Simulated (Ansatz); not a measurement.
Basis-set extrapolation for `CC(F)OC(F)F` (PBE0-D4/def2-TZVP geometry, frozen core, Ansatz 0.2.0). Multiplicity 1, RHF reference.

```tsv
	def2-TZVPP	def2-QZVPP
HF	-489.918649	-489.940163
MP2 correlation	-1.479404	-1.603953
CCSD(T) correlation	-1.557979	not run
```

Energies in hartree. Use E(X) = E(∞) + A·exp(−7.88·√X) for Hartree–Fock and E(X) = E(∞) + B·X^(−2.97) for correlation, with X = 3 and 4, and add CCSD(T) minus MP2 of the smaller set to the MP2 limit.

What is the CCSD(T) energy at the basis-set limit?

HF limit: -489.940163 + (-0.021514) × 0.13774 = -489.94313. MP2 limit: -1.603953 + (-0.124549) × 0.74074 = -1.69621. Higher-order term: -1.557979 − (-1.479404) = -0.07858. Total: -491.71792 hartree, 151.4 kcal/mol below CCSD(T)/def2-TZVPP.
